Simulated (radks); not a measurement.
Gd XXVI, 39 electrons, occupied as [Kr] 4d3.

All-electron calculation, scalar-relativistic Kohn-Sham, LDA (Slater exchange, VWN5 correlation), spin-polarised, spherical densities, finite nucleus; open shells are filled with parallel spins first (spin-orbit coupling, left out, can overturn this in heavy ions); Fermi nuclear charge, rms radius 5.1569 fm. Program: a radial shooting solver on a logarithmic mesh with Libxc functionals.

Energy parts (hartree):
total: -10976.8301
kinetic: 11804.4328
electron-nucleus: -25607.3386
Hartree: 3036.9075
exchange-correlation: -210.8319

Orbitals (lengths in bohr, moments of r in powers of bohr; r(max) is where P^2 peaks):
[
 {"orbital": "1s up", "occ.": "1", "eigenvalue (hartree)": "-1868.537", "<r^4>": "1.144e-06", "r(max)": "0.01393"},
 {"orbital": "1s down", "occ.": "1", "eigenvalue (hartree)": "-1868.533", "<r^4>": "1.144e-06", "r(max)": "0.01393"},
 {"orbital": "2s up", "occ.": "1", "eigenvalue (hartree)": "-333.1138", "<r^4>": "0.0001815", "r(max)": "0.07907"},
 {"orbital": "2s down", "occ.": "1", "eigenvalue (hartree)": "-333.0270", "<r^4>": "0.0001815", "r(max)": "0.07906"},
 {"orbital": "2p up", "occ.": "3", "eigenvalue (hartree)": "-299.8412", "<r^4>": "0.0001354", "r(max)": "0.06396"},
 {"orbital": "2p down", "occ.": "3", "eigenvalue (hartree)": "-299.7697", "<r^4>": "0.0001354", "r(max)": "0.06395"},
 {"orbital": "3s up", "occ.": "1", "eigenvalue (hartree)": "-95.83257", "<r^4>": "0.006840", "r(max)": "0.2238"},
 {"orbital": "3s down", "occ.": "1", "eigenvalue (hartree)": "-95.77200", "<r^4>": "0.006821", "r(max)": "0.2238"},
 {"orbital": "3p up", "occ.": "3", "eigenvalue (hartree)": "-85.51968", "<r^4>": "0.007094", "r(max)": "0.2193"},
 {"orbital": "3p down", "occ.": "3", "eigenvalue (hartree)": "-85.45558", "<r^4>": "0.007071", "r(max)": "0.2193"},
 {"orbital": "3d up", "occ.": "5", "eigenvalue (hartree)": "-72.02892", "<r^4>": "0.005533", "r(max)": "0.1788"},
 {"orbital": "3d down", "occ.": "5", "eigenvalue (hartree)": "-71.94807", "<r^4>": "0.005516", "r(max)": "0.1789"},
 {"orbital": "4s up", "occ.": "1", "eigenvalue (hartree)": "-39.27158", "<r^4>": "0.1224", "r(max)": "0.4958"},
 {"orbital": "4s down", "occ.": "1", "eigenvalue (hartree)": "-39.04044", "<r^4>": "0.1227", "r(max)": "0.4955"},
 {"orbital": "4p up", "occ.": "3", "eigenvalue (hartree)": "-35.56452", "<r^4>": "0.1426", "r(max)": "0.5104"},
 {"orbital": "4p down", "occ.": "3", "eigenvalue (hartree)": "-35.33596", "<r^4>": "0.1432", "r(max)": "0.5102"},
 {"orbital": "4d up", "occ.": "3", "eigenvalue (hartree)": "-30.53198", "<r^4>": "0.1624", "r(max)": "0.5120"},
 {"orbital": "4d down", "occ.": "0", "eigenvalue (hartree)": "-30.30557", "<r^4>": "0.1635", "r(max)": "0.5118"}
]

The highest occupied level is 4d up at -830.82 eV. Summed over all electrons, <r^2> = 4.663 bohr^2, which gives a Langevin (diamagnetic) susceptibility term of -3.69 x 10^-6 cm^3/mol. Spin moment in Bohr magnetons: 3.
